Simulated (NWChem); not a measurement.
System: CHClO$_{3}$Si; SMILES O=C1O[SiH](Cl)O1

NWChem input:

```
start job
memory heap 200 mb stack 900 mb global 1100 mb
geometry units angstroms noautosym nocenter noautoz
  O     -0.645328     2.674571     0.000000
  C     -0.189426     1.581287     0.000000
  O      0.150373     0.782773     1.090991
  Si     0.669561    -0.408635     0.000000
  Cl    -0.418421    -2.125146     0.000000
  O      0.150373     0.782773    -1.090991
  H      2.103624    -0.718603     0.000000
end
basis spherical
  * library def2-tzvpp
end
dft
  xc pbe0
  iterations 150
  semidirect filesize 400000000
end
cosmo
  do_cosmo_smd true
  solvent water
end
task dft energy
```

Parts of the log:

```
             Northwest Computational Chemistry Package (NWChem) 7.3.0
             --------------------------------------------------------

                             Geometry "geometry" -> ""
                             -------------------------

 Output coordinates in angstroms (scale by  1.889725989 to convert to a.u.)

  No.       Tag          Charge          X              Y              Z
 ---- ---------------- ---------- -------------- -------------- --------------
    1 O                    8.0000    -0.64532800     2.67457100     0.00000000
    2 C                    6.0000    -0.18942600     1.58128700     0.00000000
    3 O                    8.0000     0.15037300     0.78277300     1.09099100
    4 Si                  14.0000     0.66956100    -0.40863500     0.00000000
    5 Cl                  17.0000    -0.41842100    -2.12514600     0.00000000
    6 O                    8.0000     0.15037300     0.78277300    -1.09099100
    7 H                    1.0000     2.10362400    -0.71860300     0.00000000

 Effective nuclear repulsion energy (a.u.)     360.9206103587

                                 NWChem DFT Module
                                 -----------------

 Summary of "ao basis" -> "ao basis" (spherical)
 ------------------------------------------------------------------------------
       Tag                 Description            Shells   Functions and Types
 ---------------- ------------------------------  ------  ---------------------
 O                         def2-tzvpp               11       31   5s3p2d1f
 C                         def2-tzvpp               11       31   5s3p2d1f
 Si                        def2-tzvpp               14       42   5s5p3d1f
 Cl                        def2-tzvpp               14       42   5s5p3d1f
 H                         def2-tzvpp                6       14   3s2p1d

 in cosmo_initialize ...
 calling solv_data for solv:h2o

 solvent parameters
 solvname_short: h2o
 solvname_long:  water
 dielec:       78.4000
 dielecinf:     1.7769
 aqueous SMD model solvent descriptors
 dielec:       78.4000
 sola:          0.8200

          ---------------
          -cosmo- solvent
          ---------------
 Cosmo: York-Karplus, doi: 10.1021/jp992097l
 dielectric constant -eps-     =  78.40
 screen = (eps-1)/(eps    )    =   0.98724
 surface charge correction     = lagrangian

   van der Waals surface
 --------------------------

 ---------- ATOMIC COORDINATES (A.U.) ------------ VDWR(ANG.) --
     1   -1.21949309    5.05420633    0.00000000     1.520
     2   -0.35796324    2.98819914    0.00000000     1.850
     3    0.28416377    1.47922648    2.06167405     1.520
     4    1.26528682   -0.77220818    0.00000000     2.470
     5   -0.79070104   -4.01594363    0.00000000     2.380
     6    0.28416377    1.47922648   -2.06167405     1.520
     7    3.97527294   -1.35796276    0.00000000     1.200
 number of segments per atom =        128
 number of   points per atom =        128
 atom (   nspa,  nppa )
 ----------------------
    1 (     78,     0 )       0
    2 (     48,     0 )       0
    3 (     40,     0 )       0
    4 (     66,     0 )       0
    5 (     96,     0 )       0
    6 (     40,     0 )       0
    7 (     30,     0 )       0
 number of -cosmo- surface points =      398
 molecular surface =    128.881 angstrom**2
 molecular volume  =    121.870 angstrom**3
 -lineq- algorithm             =   0
 -bem- low  level              =   3
 -bem- from -octahedral-
 gaussian surface charge width =   4.50000
 degree of switching           =   1.00000
 switching function tolerance  =   0.00010
 atomic radii =
 --------------
    1  8.000  1.520
    2  6.000  1.850
    3  8.000  1.520
    4 14.000  2.470
    5 17.000  2.380
    6  8.000  1.520
    7  1.000  1.200
 ...... end of -cosmo- initialization ......

 nat:                     7
 ixmem:                  2814
 calling mnsol_interface()
 G(SMD-CDS) energy (kcal/mol)  =     3.501
 SMD-CDS SASA (angstrom**2)    =   140.578

            General Information
            -------------------
          SCF calculation type: DFT
          Wavefunction type:  closed shell.
          No. of atoms     :     7
          No. of electrons :    62
           Alpha electrons :    31
            Beta electrons :    31
          Charge           :     0
          Spin multiplicity:     1
          Use of symmetry is: off; symmetry adaption is: off
          Maximum number of iterations: 150
          AO basis - number of functions:   222
                     number of shells:    78
          Convergence on energy requested:  1.00D-06
          Convergence on density requested:  1.00D-05
          Convergence on gradient requested:  5.00D-04

              XC Information
              --------------
                         PBE0 Method XC Functional
                     Hartree-Fock (Exact) Exchange  0.250
          PerdewBurkeErnzerhof Exchange Functional  0.750
            Perdew 1991 LDA Correlation Functional  1.000 local
           PerdewBurkeErnz. Correlation Functional  1.000 non-local

             Grid Information
             ----------------
          Grid used for XC integration:  medium
          Radial quadrature: Mura-Knowles
          Angular quadrature: Lebedev.
          Tag              B.-S. Rad. Rad. Pts. Rad. Cut. Ang. Pts.
          ---              ---------- --------- --------- ---------
          O                   0.60       49          12.0       434
          C                   0.70       49          10.0       434
          Si                  1.10       88           9.0       590
          Cl                  1.00       88          11.0       590
          H                   0.35       45          11.0       434
          Grid pruning is: on
          Number of quadrature shells:   417
          Spatial weights used:  Erf1

      Superposition of Atomic Density Guess
      -------------------------------------

 Sum of atomic energies:       -1010.83715824

      Non-variational initial energy
      ------------------------------

 Total energy =   -1013.095305
 1-e energy   =   -2114.922419
 2-e energy   =     740.906504
 HOMO         =      -0.428200
 LUMO         =       0.043300

------------------------------------------------------------
EAF file 0: "./job.aoints.0" size=866648064 bytes
------------------------------------------------------------
               write      read    awrite     aread      wait
               -----      ----    ------     -----      ----
     calls:     1653         0         0         0         0
   data(b): 8.67e+08  0.00e+00  0.00e+00  0.00e+00
   time(s): 0.00e+00  0.00e+00  0.00e+00  0.00e+00  0.00e+00
rate(mb/s): 0.00e+00  0.00e+00
------------------------------------------------------------

   convergence    iter        energy       DeltaE   RMS-Dens  Diis-err
 ---------------- ----- ----------------- --------- --------- ---------
     COSMO gas phase
 d= 0,ls=0.0,diis     1  -1013.5808607518 -1.37D+03  6.38D-03  2.38D+00
 d= 0,ls=0.0,diis     2  -1013.2533734300  3.27D-01  4.16D-03  5.95D+00
 d= 0,ls=0.0,diis     3  -1013.7692759118 -5.16D-01  1.22D-03  2.40D-01
 d= 0,ls=0.0,diis     4  -1013.7800781883 -1.08D-02  5.33D-04  1.22D-01
 d= 0,ls=0.0,diis     5  -1013.7903215519 -1.02D-02  9.38D-05  1.46D-03
  Resetting Diis
 d= 0,ls=0.0,diis     6  -1013.7904492896 -1.28D-04  2.57D-05  1.01D-04
 d= 0,ls=0.0,diis     7  -1013.7904596922 -1.04D-05  1.29D-05  6.98D-06
 d= 0,ls=0.0,diis     8  -1013.7904592785  4.14D-07  7.00D-06  1.16D-05

   convergence    iter        energy       DeltaE   RMS-Dens  Diis-err
 ---------------- ----- ----------------- --------- --------- ---------
     COSMO solvation phase
 d= 0,ls=0.0,diis     1  -1013.7940941004 -3.63D-03  6.37D-04  5.99D-03
 d= 0,ls=0.0,diis     2  -1013.7953197730 -1.23D-03  1.74D-04  7.95D-03
 d= 0,ls=0.0,diis     3  -1013.7960052090 -6.85D-04  7.48D-05  6.18D-04
 d= 0,ls=0.0,diis     4  -1013.7960580205 -5.28D-05  2.66D-05  1.18D-04
 d= 0,ls=0.0,diis     5  -1013.7960679973 -9.98D-06  8.48D-06  1.66D-05
 d= 0,ls=0.0,diis     6  -1013.7960693363 -1.34D-06  2.55D-06  1.36D-06
 d= 0,ls=0.0,diis     7  -1013.7960694464 -1.10D-07  7.73D-07  1.32D-07

         Total DFT energy =    -1013.796069446351
      One electron energy =    -2116.521297669846
           Coulomb energy =      822.197834111269
    Exchange-Corr. energy =      -80.321684871825
 Nuclear repulsion energy =      360.920610358725

             COSMO energy =       -0.071531374675

 Numeric. integr. density =       61.999998224026

                                COSMO-SMD solvation results
                                ---------------------------

             internal energy in gas <Psi(g)|H|Psi(g)> =     -1013.790459278530
         internal energy in solvent <Psi(s)|H|Psi(s)> =     -1013.787950881834
                               delta internal energy  =         0.002508396696 (    1.57 kcal/mol)
   total free energy in solvent <Psi(s)|H+V/2|Psi(s)> =     -1013.801648408414
 polarization energy contribution <Psi(s)|V/2|Psi(s)> =        -0.013697526581 (   -8.60 kcal/mol)
    total free energy in solvent including G(SMD-CDS) =     -1013.796069446351
                       G(SMD-CDS) energy contribution =         0.005578962063 (    3.50 kcal/mol)
     1 M fixed-concentration free energy of solvation =        -0.005610167821 (   -3.52 kcal/mol)

                       DFT Final Molecular Orbital Analysis
                       ------------------------------------

 Vector   29  Occ=2.000000D+00  E=-3.772747D-01
              MO Center= -1.5D-01,  9.1D-01, -5.0D-07, r^2= 4.6D+00
   Bfn.  Coefficient  Atom+Function         Bfn.  Coefficient  Atom+Function
  ----- ------------  ---------------      ----- ------------  ---------------
     6      0.280462  1 O  px                 9      0.236991  1 O  px
   151     -0.226364  5 Cl py                68     -0.182400  3 O  px
   183     -0.182400  6 O  px                71     -0.158839  3 O  px
   186     -0.158840  6 O  px                12      0.152100  1 O  px
   154     -0.129252  5 Cl py                 7      0.116813  1 O  py

 Vector   30  Occ=2.000000D+00  E=-3.733460D-01
              MO Center=  4.5D-03, -1.6D+00,  4.9D-08, r^2= 2.9D+00
   Bfn.  Coefficient  Atom+Function         Bfn.  Coefficient  Atom+Function
  ----- ------------  ---------------      ----- ------------  ---------------
   150      0.454645  5 Cl px               153      0.270032  5 Cl px
   147      0.208958  5 Cl px               151     -0.176420  5 Cl py
   141     -0.171575  5 Cl px               210     -0.150949  7 H  s
   154     -0.104600  5 Cl py               211     -0.101521  7 H  s
   209     -0.090441  7 H  s                 98     -0.086098  4 Si s

 Vector   31  Occ=2.000000D+00  E=-3.590135D-01
              MO Center= -4.5D-01,  1.7D+00, -2.8D-08, r^2= 3.6D+00
   Bfn.  Coefficient  Atom+Function         Bfn.  Coefficient  Atom+Function
  ----- ------------  ---------------      ----- ------------  ---------------
     8      0.399791  1 O  pz                11      0.337304  1 O  pz
    14      0.227443  1 O  pz               152     -0.201502  5 Cl pz
    69     -0.137033  3 O  py               184      0.137033  6 O  py
   155     -0.123942  5 Cl pz                72     -0.120227  3 O  py
   187      0.120227  6 O  py               149     -0.092925  5 Cl pz

 Vector   32  Occ=0.000000D+00  E=-2.365129D-02
              MO Center=  7.9D-01, -7.3D-01,  8.6D-08, r^2= 3.4D+00
   Bfn.  Coefficient  Atom+Function         Bfn.  Coefficient  Atom+Function
  ----- ------------  ---------------      ----- ------------  ---------------
   113      0.712810  4 Si pz               110      0.420195  4 Si pz
   155     -0.273553  5 Cl pz               125     -0.174535  4 Si d -1
   152     -0.150185  5 Cl pz               107      0.137729  4 Si pz
   101     -0.128801  4 Si pz                67     -0.118930  3 O  s
   182      0.118930  6 O  s                 75      0.111374  3 O  py

 Vector   33  Occ=0.000000D+00  E=-5.213956D-03
              MO Center= -6.7D-02,  8.1D-01, -6.6D-08, r^2= 4.2D+00
   Bfn.  Coefficient  Atom+Function         Bfn.  Coefficient  Atom+Function
  ----- ------------  ---------------      ----- ------------  ---------------
    98      0.532190  4 Si s                140     -0.421319  5 Cl s
    40      0.403577  2 C  px                37      0.347833  2 C  px
    12     -0.311912  1 O  px               112     -0.308813  4 Si py
    43      0.290786  2 C  px               154     -0.284838  5 Cl py
    97      0.247445  4 Si s                111     -0.230303  4 Si px

 Vector   34  Occ=0.000000D+00  E= 1.168679D-02
              MO Center=  3.0D-01, -2.0D-01, -1.9D-08, r^2= 5.0D+00
   Bfn.  Coefficient  Atom+Function         Bfn.  Coefficient  Atom+Function
  ----- ------------  ---------------      ----- ------------  ---------------
    98      1.454251  4 Si s                211     -0.665892  7 H  s
   140     -0.465053  5 Cl s                 97      0.395186  4 Si s
     5     -0.388125  1 O  s                154     -0.384068  5 Cl py
    43     -0.328543  2 C  px                35      0.265998  2 C  s
    40     -0.250818  2 C  px               153     -0.249994  5 Cl px

------------------------------------------------------------
EAF file 0: "./job.aoints.0" size=1333264384 bytes
------------------------------------------------------------
               write      read    awrite     aread      wait
               -----      ----    ------     -----      ----
     calls:     2543        14         0     35588     35588
   data(b): 1.33e+09  7.34e+06  0.00e+00  1.87e+10
   time(s): 0.00e+00  0.00e+00  0.00e+00  0.00e+00  0.00e+00
rate(mb/s): 0.00e+00  0.00e+00
------------------------------------------------------------

     Multipole analysis of the density
     ---------------------------------

     L   x y z        total         alpha         beta         nuclear
     -   - - -        -----         -----         ----         -------
     0   0 0 0     -0.000000    -31.000000    -31.000000     62.000000

     1   1 0 0      1.111892      0.110813      0.110813      0.890267
     1   0 1 0     -1.734324     -1.662437     -1.662437      1.590550
     1   0 0 1      0.000000      0.000000      0.000000      0.000000

     2   2 0 0    -31.878397    -47.340579    -47.340579     62.802762
     2   1 1 0      1.484867      7.790566      7.790566    -14.096266
     2   1 0 1     -0.000000     -0.000000     -0.000000      0.000000
     2   0 2 0    -41.411185   -309.360986   -309.360986    577.310787
     2   0 1 1      0.000000      0.000000      0.000000      0.000000
     2   0 0 2    -36.367771    -52.187884    -52.187884     68.007998
```

Level: PBE0/def2-TZVPP, SMD on the gas-phase geometry. Structure relaxed at the B3LYP/6-31G* (spherical d) level. Solvent: water.
